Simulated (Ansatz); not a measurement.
Geometry optimisation, RKS B3LYP-D4/def2-SVP (Ansatz 0.2.0).

Input file:

```yaml
crystal:
  periodic: [false, false, false]
  atoms:
    - { symbol: "N", position_ang: [-0.0109, 1.55876, -0.39475] }
    - { symbol: Si, position_ang: [-0.41008, 0.02167, 0.25565] }
    - { symbol: O, position_ang: [-0.09206, 0.17357, 1.84541] }
    - { symbol: Si, position_ang: [0.39146, -1.84359, -0.65994] }
    - { symbol: H, position_ang: [0.36058, 2.33577, 0.12759] }
    - { symbol: H, position_ang: [-0.14782, 1.78672, -1.36162] }
    - { symbol: H, position_ang: [0.39829, 0.90795, 2.20873] }
    - { symbol: H, position_ang: [1.28884, -2.5013, 0.31893] }
    - { symbol: H, position_ang: [1.40014, -1.40678, -1.66143] }
basis:
  gaussian: { orbitals: def2-SVP }
hamiltonian:
  xc: b3lyp
  dispersion: d4
relax:
  f_tol: 0.015
  max_steps: 40
```

Run as:

```bash
$ ansatz run input.yaml --threads 1 --pin off --max-ram 2048MiB --backend cpu --events-out ev --progress --plain --runs-dir out
```

**Question.** Where does it end, and by what steps?

**Answer.** The run converged. After 17 steps the energy has fallen by 1.712 eV; Si2 moved furthest, 0.73 Å.

```tsv
step	energy less start (eV)	largest force component (eV/Å)	accepted
0	0.0000	3.330	yes
1	-0.9341	2.246	yes
2	-1.4256	1.166	yes
3	-1.5895	0.840	yes
4	-1.6305	0.451	yes
5	-1.6735	0.214	yes
6	-1.6923	0.191	yes
7	-1.7027	0.083	yes
8	-1.7025	0.164	no
9	-1.7082	0.066	yes
10	-1.7082	0.187	yes
11	-1.7107	0.111	yes
12	-1.7104	0.201	no
13	-1.7116	0.054	yes
14	-1.7116	0.078	no
15	-1.7118	0.022	yes
16	-1.7118	0.031	yes
17	-1.7119	0.013	yes
```

```xyz
9
Properties=species:S:1:pos:R:3
N 0.108 1.549 -0.381
Si 0.308 0.025 0.365
O 0.106 0.216 1.996
Si 0.201 -1.987 -0.716
H -0.127 2.426 0.076
H 0.227 1.657 -1.384
H -0.027 1.084 2.397
H 1.318 -2.556 0.147
H 1.065 -1.380 -1.822
```

Whether the end is a true minimum wasn't checked by a vibrational analysis.

Time of the run: 33 s on 1 thread of Intel(R) Xeon(R) 6975P-C (Granite Rapids), with other jobs on the host, peak memory 0.19 GiB.
